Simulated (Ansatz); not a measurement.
Start from `BOC` and change one atom or group to get `COBF`.

Ansatz, PBE0-D4/def2-TZVP geometries, multiplicity 1. Each molecule was computed in one conformer, which needn't be the lowest.

```csv
property,`BOC`
HOMO energy (ωB97M-V/def2-TZVPP) / eV,-10.96
"ideal-gas entropy at 298 K and 1 bar (rigid rotor, harmonic PBE0-D4/def2-TZVP) / J/(mol·K)",268
size of the dipole moment (PBE/def2-TZVPP) / D,1.70
HOMO–LUMO gap (PBE/def2-TZVPP) / eV,5.76
HOMO energy (B3LYP/def2-TZVPP) / eV,-8.40
size of the dipole moment (ωB97M-V/def2-TZVPP) / D,1.68
```

(1) Give the same properties after the change, and the shifts. (Best estimate.)

## Answers

(1) The calculation gave: 
| property | `COBF` | shift |
| --- | --- | --- |
| HOMO energy (ωB97M-V/def2-TZVPP) / eV | -11.71 | -0.75 |
| ideal-gas entropy at 298 K and 1 bar (rigid rotor, harmonic PBE0-D4/def2-TZVP) / J/(mol·K) | 291 | 23 |
| size of the dipole moment (PBE/def2-TZVPP) / D | 2.42 | 0.72 |
| HOMO–LUMO gap (PBE/def2-TZVPP) / eV | 7.14 | 1.38 |
| HOMO energy (B3LYP/def2-TZVPP) / eV | -9.07 | -0.67 |
| size of the dipole moment (ωB97M-V/def2-TZVPP) / D | 2.54 | 0.86 |

With PBE0 the HOMO falls by 0.71 eV and the LUMO rises by 0.73 eV, so the gap widens by about 1.44 eV. PBE moves the HOMO by -0.64 eV and ωB97M-V by -0.75 eV. Dipoles are sizes alone; their direction can turn.

B3LYP here is the variant with VWN-RPA as its local correlation; programs differ in this.
